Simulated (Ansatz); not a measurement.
`BC(=C)[NH][GeH3]` + `N=CO` → `BOC=N` + `C=C[NH][GeH3]`  (ligand exchange at a B–C bond)

Calculated with Ansatz (gas phase, PBE0-D4/def2-TZVP geometries, no zero-point term in ΔE). CCSD(T)/CBS adds triple-zeta CCSD(T) − MP2 to the extrapolated MP2 energy (def2 sets, frozen cores). This one scheme is used for every species. For Ge outer-core shells are correlated without core-valence functions, which leaves a few kJ/mol of doubt a bond. Scalar relativity is left out up to krypton. Each species was taken in one conformer, which may not be the lowest.

`BC(=C)[NH][GeH3]`:

```xyz
13

B    -0.734   -0.482   -1.386
C     0.128   -0.795   -0.149
C     0.560   -2.073   -0.027
N     0.432    0.186    0.774
Ge   -0.086    1.951    0.727
H    -0.974   -1.356   -2.162
H    -1.170    0.617   -1.589
H     0.294   -2.803   -0.777
H     1.173   -2.410    0.806
H     1.000   -0.106    1.554
H    -1.619    2.074    0.769
H     0.542    2.553    1.994
H     0.455    2.647   -0.532
```

`N=CO`:

Z-matrix (Å, degrees):
```
C
O 1 1.336
N 1 1.258 2 122.1
H 1 1.092 2 110.5 3 -180.0
H 2 0.968 1 106.6 3 -0.0
H 3 1.014 1 111.3 2 180.0
```

`BOC=N`:

Z-matrix (Å, degrees):
```
B
O 1 1.362
H 1 1.193 2 120.2
H 1 1.193 2 115.5 3 -177.4
C 2 1.355 1 123.2 3 -10.7
N 5 1.252 2 121.9 1 -39.5
H 5 1.092 2 110.8 1 142.8
H 6 1.016 5 110.5 2 -178.8
```

`C=C[NH][GeH3]`:

Cartesian coordinates in Å:
```
C 1.837 0.084 -1.170
C 0.857 -0.306 -0.354
N -0.049 0.503 0.299
Ge -1.667 -0.100 0.935
H 1.990 1.126 -1.427
H 2.520 -0.644 -1.586
H 0.742 -1.365 -0.127
H 0.031 1.483 0.074
H -2.690 -0.340 -0.195
H -2.187 0.981 1.891
H -1.383 -1.423 1.659
```

```json
{"species": "`BC(=C)[NH][GeH3]`", "HF/CBS(def2) energy (Eh)": "-2234.97327"}
{"species": "`N=CO`", "HF/CBS(def2) energy (Eh)": "-168.99931"}
{"species": "`BOC=N`", "HF/CBS(def2) energy (Eh)": "-194.29916"}
{"species": "`C=C[NH][GeH3]`", "HF/CBS(def2) energy (Eh)": "-2209.71353"}
```

Task: Work out ΔE.

Result: ΔE = (-194.29916) + (-2209.71353) − (-2234.97327) − (-168.99931) = -0.04011 Eh = -105.3 kJ/mol. CCSD(T)/CBS gives -84.9 kJ/mol.

Largest T1 diagnostic among the species: 0.015.

In def2-TZVPP, CCSD(T) changes the Hartree–Fock value by +17.3 kJ/mol (the triples alone add +3.6 kJ/mol) and MP2 by +18.7 kJ/mol. From PBE to PBE0 (25 % exact exchange), in def2-TZVPP and without D4, ΔE moves by −3.4 kJ/mol. The D4 term adds +5.0 kJ/mol with B3LYP and +2.7 kJ/mol with PBE0; it sums over pairs of atoms, weighted by their polarisabilities, and B3LYP, whose exchange is more repulsive, gets the larger term.

B3LYP here is the variant with VWN-RPA as its local correlation; programs differ in this.
